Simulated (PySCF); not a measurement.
# Reading the logs of faulty runs: GeH4OSi

Calculated results; nothing here was measured. They come from PySCF 2.14.0, an open-source quantum chemistry program, on an isolated molecule that a program drew, which may never have been made. The molecule is GeH4OSi (charge 0, singlet), drawn as the SMILES string `[OH][GeH2][SiH]`.

Each row is a Hartree-Fock (HF) and frozen-core CCSD(T) single point in the cc-pV(D+d)Z basis, meant for a local HF minimum. Run 1 is clean. Each other run has one planted mistake out of seven kinds, and not every kind appears here: one electron removed, one electron added, multiplicity raised by two, geometry at a saddle point, minimal basis STO-3G, one bond length entered in bohr, all coordinates scaled. The reference is restricted for singlets and unrestricted otherwise, and also for a bond in bohr. Adding or removing an electron swaps singlet and doublet. Electrons count all cores. HOMO and LUMO are orbital energies over both spins, the gradient is its largest component, and the lowest frequency (negative if imaginary) is given only where the gradient is small. Bond lengths are over the 6 bonds as drawn. T1 is the CCSD diagnostic: over 0.02 (restricted) or 0.045 (unrestricted) a single reference is doubtful. Germanium has the cc-pVDZ-PP basis, with a core potential (ECP10MDF) in place of its 10 inner electrons, and its 3s, 3p and 3d shells are frozen in CCSD(T).

Geometry of the clean run:
```xyz
7
GeH4OSi, angstrom
O    -0.9370    2.1943   -0.4684
Ge   -0.4059    0.8424   -1.5205
Si    0.1261   -1.1014   -0.1217
H    -1.2362    2.9614   -0.9356
H    -1.5209    0.5845   -2.5514
H     0.8446    1.2802   -2.3137
H     0.5696   -0.2215    1.0236
```

```
run,electrons,basis functions,<S^2>,HOMO (eV),LUMO (eV),gradient (hartree/bohr),lowest frequency (cm^-1),mean bond (Å),longest bond (Å),T1,HF (hartree),CCSD(T) (hartree),mistake
1,58,80,0.000,-8.82,-0.07,1.8e-05,57,1.6314,2.453,0.0143,-659.45552,-659.87545,no fault
2,58,80,1.399,-8.03,0.52,1.4e-02,-,1.8974,3.389,0.0467,-659.37091,-659.74597,one bond length entered in bohr
3,58,80,2.010,-8.45,-0.22,3.7e-02,-,1.6314,2.453,0.0183,-659.44101,-659.84122,multiplicity raised by two
4,58,80,0.000,-8.65,0.09,8.4e-02,-,1.5270,2.296,0.0132,-659.42671,-659.83861,?
```

**Which mistake was planted in run 4, and what did it cost?**

The mean and the longest bond both change by the same factor, 0.936, and the gradient is no longer small. So the mistake is: all coordinates scaled. Subtracting run 1 and multiplying by 627.51 kcal/mol a hartree, the energy moved by 18.1 kcal/mol in HF and 23.1 kcal/mol in CCSD(T).

Cautions from the logs. Run 2: T1 is over the limit, so its CCSD(T) energy is less reliable.
